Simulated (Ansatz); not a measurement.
`BBB[SeH]` + HCl → `ClB[SeH]` + `BB`  (cleavage of the B–B bond)

Calculated with Ansatz (gas phase, PBE0-D4/def2-TZVP geometries, no zero-point term in ΔE). CCSD(T)/CBS adds triple-zeta CCSD(T) − MP2 to the extrapolated MP2 energy (def2 sets, frozen cores). This one scheme is used for every species. Functionals use def2-TZVPP. For Se outer-core shells are correlated without core-valence functions, which leaves a few kJ/mol of doubt a bond. Scalar relativity is left out up to krypton. One conformer a species, not always the lowest.

| level | ΔE (eV) |
| --- | --- |
| PBE0-D4 | -0.67 |
| r2SCANh-D4 | -0.70 |
| ωB97X-V | -0.74 |
| CCSD/CBS(def2) | -0.74 |

**Question.** What does CCSD(T)/CBS give? (Estimate.)

**Answer.** Ansatz gave: -0.73 eV. The listed levels differ from it by 0.06, 0.03, -0.01, -0.01 eV.

Largest T1 diagnostic among the species: 0.014.

From PBE to PBE0 (25 % exact exchange), in def2-TZVPP and without D4, ΔE moves by −0.04 eV. At CCSD(T), def2-SVP lies −0.11 eV from the extrapolated value and def2-TZVPP +0.00 eV.
